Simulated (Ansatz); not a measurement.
Geometry optimisation, DFT LDA, scalar-relativistic, plane waves, PAW (Ansatz 0.2.0).

The input (input.yaml):

```yaml
crystal:
  lattice:
    - [4.58, 0.0, 0.0]
    - [3.435, 5.949595, 0.0]
    - [0.0, 0.0, 14.58843]
  atoms:
    - { symbol: Be, position: [0.0, 0.0, 0.06854747] }
    - { symbol: Be, position: [0.5, 0.0, 0.06854747] }
    - { symbol: Be, position: [2.0e-08, 0.33333331, 0.06854747] }
    - { symbol: Be, position: [0.50000002, 0.33333331, 0.06854747] }
    - { symbol: Be, position: [4.0e-08, 0.66666661, 0.06854747] }
    - { symbol: Be, position: [0.50000004, 0.66666661, 0.06854747] }
    - { symbol: Be, position: [-0.16666665, 0.2222222, 0.19153638] }
    - { symbol: Be, position: [0.33333335, 0.2222222, 0.19153638] }
    - { symbol: Be, position: [-0.16666663, 0.55555551, 0.19153638] }
    - { symbol: Be, position: [0.33333337, 0.55555551, 0.19153638] }
    - { symbol: Be, position: [-0.16666661, 0.88888882, 0.19153638] }
    - { symbol: Be, position: [0.33333339, 0.88888882, 0.19153638] }
    - { symbol: Be, position: [0.0, 0.0, 0.31452528] }
    - { symbol: Be, position: [0.5, 0.0, 0.31452528] }
    - { symbol: Be, position: [2.0e-08, 0.33333331, 0.31452528] }
    - { symbol: Be, position: [0.50000002, 0.33333331, 0.31452528] }
    - { symbol: Be, position: [4.0e-08, 0.66666661, 0.31452528] }
    - { symbol: Be, position: [0.50000004, 0.66666661, 0.31452528] }
    - { symbol: Co, position: [0.66666671, 0.77777772, 0.4413381], spin: 1.0 }
magnetization:
  spin_polarized: true
basis:
  ecutwfc: 420.0
kpoints:
  mp_grid: { grid: [6, 4, 1] }
hamiltonian:
  xc: lda
scf:
  occupations: { method: gaussian, width: 0.05 }
  lower_state_search: "off"
relax:
  f_tol: 0.03
  max_steps: 60
  adjacent_minimum: "off"
  constraints: [{ sites: [0, 1, 2, 3, 4, 5] }]
output:
  write_density: true
  write_potential: true
  elf: true
  volumetric_format: npy
```

Command:

```bash
$ ansatz run input.yaml --threads 2 --pin off --max-ram 5120MiB --backend cpu --events-out ev --progress --plain --runs-dir out
```

Task: Where does it end, and by what steps?

Result: The forces met the threshold. The force dipped under the threshold on the way, but the program's further checks kept it going. Limits of this set-up: coarse k mesh, thin slab, slab without dipole correction. After 13 steps the energy has fallen by 0.633 eV; Co19 moved furthest, 0.69 Å. Joined: Be13–Co19.

```csv
step,energy less start (eV),largest force component (eV/Å),accepted
0,0.0000,2.418,yes
1,-0.3851,1.525,yes
2,-0.5782,0.248,yes
3,-0.6131,0.067,yes
4,-0.6125,0.135,no
5,-0.6189,0.024,yes
6,-0.6197,0.025,yes
7,-0.6203,0.027,yes
8,-0.6223,0.037,yes
9,-0.6234,0.120,yes
10,-0.6272,0.041,yes
11,-0.6321,0.039,yes
12,-0.6315,0.050,no
13,-0.6330,0.020,yes
```

```xyz
19
Lattice="4.5800 0.0000 0.0000 3.4350 5.9496 0.0000 0.0000 0.0000 14.5884" Properties=species:S:1:pos:R:3
Be 0.000 0.000 1.000
Be 2.290 0.000 1.000
Be 1.145 1.983 1.000
Be 3.435 1.983 1.000
Be 2.290 3.966 1.000
Be 4.580 3.966 1.000
Be 0.018 1.275 2.837
Be 2.293 1.384 2.795
Be 1.133 3.313 2.738
Be 3.495 3.295 2.772
Be 2.279 5.299 2.765
Be 4.533 5.260 2.774
Be -0.080 -0.038 4.733
Be 2.198 0.142 4.469
Be 1.121 2.031 4.638
Be 3.454 1.953 4.611
Be 2.377 3.847 4.430
Be 4.614 3.968 4.612
Co 6.128 4.828 5.921
```

Whether the end is a true minimum wasn't checked by a vibrational analysis.

Run time: 6.6 min on 2 threads of Arm Neoverse V1, with other jobs on the host, peak memory 0.86 GiB.
